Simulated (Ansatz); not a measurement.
Reaction (formal exchange of groups at the Si–B bond): `B[SiH2][SiH2][SiH3]` + `[SiH3][GeH3]` → `[SiH3][SiH2][SiH2][SiH2][GeH3]` + BH₃

Isolated molecules relaxed with PBE0-D4/def2-TZVP in Ansatz; ΔE leaves out vibrations. CBS: MP2 limit from def2 TZ/QZ plus the TZ coupled-cluster correction, frozen cores. This one scheme is used for every species. DFT in def2-TZVPP. For Ge outer-core shells are correlated without core-valence functions, which leaves a few kJ/mol of doubt a bond. Scalar relativity is left out up to krypton. One conformer a species, not always the lowest.

`B[SiH2][SiH2][SiH3]`:

Cartesian coordinates in Å:
```
B -2.018 0.745 -0.717
Si -0.927 -0.836 -1.230
Si 0.515 -1.063 0.621
Si 1.725 0.912 0.937
H -1.634 1.853 -0.949
H -3.019 0.623 -0.075
H -0.061 -0.629 -2.424
H -1.687 -2.107 -1.393
H -0.282 -1.355 1.846
H 1.443 -2.206 0.388
H 0.781 2.023 1.235
H 2.475 1.251 -0.302
H 2.690 0.790 2.063
```

`[SiH3][GeH3]`:

```xyz
8

Si    0.158    0.783   -0.896
Ge   -0.155   -0.768    0.879
H     0.642    2.082   -0.360
H    -1.126    1.007   -1.612
H     1.160    0.258   -1.861
H     1.169   -1.013    1.622
H    -0.663   -2.115    0.338
H    -1.184   -0.234    1.890
```

`[SiH3][SiH2][SiH2][SiH2][GeH3]`:

Z-matrix (Å, degrees):
```
Si
Si 1 2.338
H 1 1.488 2 109.5
H 1 1.488 2 111.4 3 120.3
H 1 1.488 2 109.9 3 -119.0
Si 2 2.339 1 109.5 3 60.7
H 2 1.490 1 109.2 3 -58.2
H 2 1.490 1 110.2 3 -177.0
Si 6 2.337 2 108.4 1 -50.5
H 6 1.490 2 110.4 1 -170.5
H 6 1.490 2 109.7 1 70.1
Ge 9 2.380 6 109.7 2 -50.5
H 9 1.489 6 111.2 2 -172.0
H 9 1.490 6 109.1 2 68.7
H 12 1.538 9 110.3 6 -57.3
H 12 1.538 9 111.4 6 -177.9
H 12 1.538 9 110.0 6 61.9
```

BH₃:

Cartesian coordinates in Å:
```
B 0.000 0.000 0.000
H -0.171 -1.038 0.564
H 1.089 0.296 -0.388
H -0.918 0.742 -0.176
```

```tsv
level	ΔE (eV)
revPBE-D4	-0.25
r2SCAN0	-0.21
BHLYP	-0.15
CAM-B3LYP	-0.13
LC-ωPBE	-0.20
CCSD/def2-SVP	-0.21
CCSD/def2-TZVPP	-0.24
CCSD/CBS(def2)	-0.25
```

(1) What does CCSD(T)/CBS give? (Estimate.)

Largest T1 diagnostic among the species: 0.014.

Results:

(1) Computed: -0.27 eV. The listed levels differ from it by 0.02, 0.06, 0.12, 0.14, 0.07, 0.06, 0.03, 0.02 eV.

From PBE to PBE0 (25 % exact exchange), in def2-TZVPP and without D4, ΔE moves by −0.04 eV. At CCSD(T), def2-SVP lies +0.05 eV from the extrapolated value and def2-TZVPP +0.01 eV.
